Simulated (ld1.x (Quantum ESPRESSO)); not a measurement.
## How hard is this Nb (Z = 41) TM potential?

ld1.x (Quantum ESPRESSO) 7.5 input, shortened:

```
&input
   title='Nb', zed=41., rel=1, dft='PZ', iswitch=3,
   config='[Kr] 4d3 5s0 5p0'
 /
 &inputp
   pseudotype=2, tm=.true., lloc=0,
   nlcc=.true., rcore=1.25
 /
3
4P  2  1   6.00   0.00  1.40  1.40  0.0
4D  3  2   3.00   0.00  1.50  1.50  0.0
5S  1  0   0.00   0.00  2.20  2.20  0.0
 &test
   configts(1)='4p6 4d3 5s0 5p0'
 /
```

The pseudo-atom Hamiltonian at the reference potential is diagonalised in spherical Bessel functions j_l(qr) that vanish at 20 bohr, with q² up to the cutoff. All-electron valence levels (Ry): 4p -3.8230, 5p -0.9068, 4d -1.4203, 5s -1.2642.

Problem. How do the lowest levels (Ry) of each channel move with the cutoff, and are there ghosts?

Solution.

```tsv
cutoff (Ry)	p #1	p #2	p #3	d #1	d #2	s #1	s #2	f #1	Σ f·Δε (mRy)
8	-3.1372	-0.8008	-0.3502	-0.8781	-0.3675	-1.2230	-0.4795	-0.2973	5741.7
15	-3.7597	-0.8232	-0.3557	-1.1717	-0.4310	-1.2596	-0.4992	-0.2979	1125.8
21	-3.7765	-0.8233	-0.3557	-1.3470	-0.4511	-1.2614	-0.5013	-0.2979	499.2
35	-3.8031	-0.8233	-0.3557	-1.4146	-0.4578	-1.2635	-0.5017	-0.2979	137.2
50	-3.8204	-0.8237	-0.3558	-1.4201	-0.4587	-1.2639	-0.5018	-0.2980	16.3
70	-3.8218	-0.8239	-0.3559	-1.4203	-0.4587	-1.2640	-0.5019	-0.2980	7.5
90	-3.8226	-0.8240	-0.3559	-1.4203	-0.4587	-1.2641	-0.5019	-0.2980	3.0
120	-3.8230	-0.8240	-0.3559	-1.4203	-0.4587	-1.2641	-0.5019	-0.2980	0.2
400	-3.8231	-0.8240	-0.3559	-1.4203	-0.4587	-1.2641	-0.5019	-0.2980	0.0
```

Result: no extra level below or beside the all-electron valence levels (p, d, s, f tested); 10 mRy is reached at 55 Ry and 1 mRy at 100 Ry.

Its largest configuration-test error is -321 meV.
